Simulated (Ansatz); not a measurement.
Gas-phase electronic energies from Ansatz, PBE0-D4/def2-TZVP geometries. CCSD(T)/CBS adds triple-zeta CCSD(T) − MP2 to the extrapolated MP2 energy (def2 sets, frozen cores). This one scheme is used for every species. Functionals use def2-TZVPP. B3LYP here is the variant with VWN-RPA as its local correlation; programs differ in this. def2 core potentials past Kr. For I outer-core shells are correlated without core-valence functions, which leaves a few kJ/mol of doubt a bond. Each species was taken in one conformer, which may not be the lowest.

Reaction (redistribution): `C=C[SiH2]O[SiH2]F` + `[SiH3]OCI` → `F[SiH2]OCI` + `C=C[SiH2]O[SiH3]`

```tsv
level	ΔE (kcal/mol)	difference from CCSD(T)/CBS
PBE0-D4	1.1	0.0
B3LYP-D4	0.9	-0.2
ωB97M-V	1.0	-0.1
PBE0	1.3	0.2
HF/def2-TZVPP	1.1	0.0
HF/def2-QZVPP	1.1	0.0
MP2/def2-QZVPP	1.2	0.1
SCS-MP2/def2-QZVPP	1.1	0.0
HF/CBS(def2)	1.1	0.0
MP2/CBS(def2)	1.2	0.1
CCSD(T)/CBS	1.1	0
```

Largest T1 diagnostic among the species: 0.012.
